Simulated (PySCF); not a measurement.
Gas-phase equilibrium of 1 mol SnCl4, 41 mol H2 at 600 K and 1.01 bar, among 14 species (SnCl4, HCl, SnH2, SnHCl3, SnCl3, H, H2, SnH4, SnCl2, SnH2Cl2, Cl, Cl2, SnH3Cl, SnHCl). Only gases are allowed; each row takes one source of thermochemistry for all species, and Cantera finds the minimum.

Method: PySCF energies plus ideal-gas RRHO corrections (1 bar). † marks an energy on the PBE0/def2-TZVP geometry and frequencies; other levels use their own. MP2 freezes the core. The species in the table below are closed-shell singlets. B3LYP is the form with VWN-RPA correlation. Sn: scalar-relativistic def2 core potential, no spin-orbit coupling. SnHCl3: computed as isolated molecules; such fragments, hydroxides, amides, oligomers or adducts are transient or little studied in the gas. MP2 isn't extrapolated to the basis-set limit. The harmonic model lacks anharmonicity and excited electronic states, which grow with temperature; levels with a mode under 35 cm⁻¹ are left out. Soft modes under 120 cm⁻¹ make the harmonic entropy rough for SnCl4, SnHCl3, SnCl2.

Molecules larger than those listed are left out.

Mole fractions:

```csv
thermochemistry,x H2,x HCl,x SnCl2,x SnCl4,x SnHCl3
B3LYP/def2-TZVP†,0.93,0.047,0.023,9.8e-9,1.7e-10
MP2/def2-TZVPP†,0.93,0.046,0.023,2.7e-5,7.2e-8
PBE/def2-TZVP†,0.93,0.047,0.023,1.1e-7,1.1e-9
PBE0/def2-TZVP,0.93,0.047,0.023,2.6e-6,4.5e-8
r2SCAN/def2-TZVP†,0.93,0.046,0.023,5.9e-5,1.3e-7
ωB97M-V/def2-TZVP†,0.93,0.046,0.023,3.8e-5,2.2e-7
```
The most sensitive of these is SnCl4: it spans a factor of 10^3.8 over these rows; at this temperature one factor of ten is RT ln 10 = 11 kJ/mol.
